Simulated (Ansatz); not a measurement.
Reaction (redistribution): `N[SiH]([AlH2])[SiH3]` + `C[SiH](C)[NH][AlH2]` → `C[SiH]([SiH3])[NH][AlH2]` + `C[SiH](N)[AlH2]`

Program: Ansatz. Geometries: PBE0-D4/def2-TZVP. ΔE: electronic, gas phase. CCSD(T)/CBS adds triple-zeta CCSD(T) − MP2 to the extrapolated MP2 energy (def2 sets, frozen cores). Functionals use def2-TZVPP. One conformer a species, not always the lowest.

```tsv
level	ΔE (kcal/mol)
PBE-D4	2.3
ωB97X-V	1.8
r2SCAN	2.8
MP2/def2-TZVPP	2.0
HF/def2-QZVPP	1.6
MP2/def2-QZVPP	2.1
SCS-MP2/def2-QZVPP	1.8
MP2/CBS(def2)	2.1
```

What does CCSD(T)/CBS give? (Estimate.)

Computed: +2.2 kcal/mol. The listed levels differ from it by 0.1, -0.4, 0.6, -0.2, -0.6, -0.1, -0.4, -0.1 kcal/mol.

Largest T1 diagnostic among the species: 0.013.
